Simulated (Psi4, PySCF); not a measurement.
C2H4NO (SMILES [CH2]C(N)=O), doublet, at a GFN2-xTB geometry, atoms displaced at random by about 0.08 Å a coordinate. Base run: TPSS/STO-3G, gradient in PySCF.

The PySCF input:
```python
from pyscf import gto, scf, dft

mol = gto.Mole()
mol.atom = '''
    O     0.27072050    1.36772334    0.29549794
    C     0.04488607    0.20973333    0.02348629
    N     0.96013720   -0.72190673   -0.26587814
    C    -1.27089401   -0.45862997   -0.06778116
    H     0.94543486   -1.76527340   -0.36665275
    H    -1.63726814   -1.32893582   -0.26460014
    H    -2.22093373    0.34597238    0.13784326
    H     1.89609689   -0.44145244    0.03047420
'''
mol.basis = 'sto-3g'
mol.spin = 1
mol.verbose = 3
mol.build()

mf = dft.UKS(mol)
mf.xc = 'tpss'
mf.kernel()
g = mf.nuc_grad_method()
grad = g.kernel()
```

Programs used: Psi4, PySCF; a row that names a program was run with it.

The coordinate followed is x of atom 4.

The base run was repeated with changes; each row names its change, and settings that it needs were set with it.

| change | dE/dx (Eh/bohr) | net force (Eh/bohr) |
|---|---|---|
| base | 0.068791 | 0.000112 |
| finite difference step (bohr) = 1e-3; conv_tol = 1e-11 | 0.068790 | - |
| finite difference step (bohr) = 0.01; conv_tol = 1e-11 | 0.068801 | - |
| conv_tol = 1e-6 | 0.068812 | 0.000112 |
| grids.level = 0; grid_response = on | 0.069528 | 0.000000 |
| grids.level = 5; grid_response = on | 0.068783 | 0.000000 |
| finite difference step (bohr) = 1e-4; conv_tol = 1e-11 | 0.068790 | - |
| finite difference step (bohr) = 1e-5; conv_tol = 1e-11 | 0.068790 | - |
| grids.level = 0; grid_response = off | 0.064174 | 0.013098 |
| grids.level = 1; grid_response = on | 0.068721 | 0.000000 |
| conv_tol = 1e-11 | 0.068791 | 0.000112 |
| code = psi4 | 0.068765 | 0.000106 |

The net force is zero for an exact gradient.

Open shells are given as the SCF converged; they aren't shown to be the lowest states, and a large step between rows can be another state.
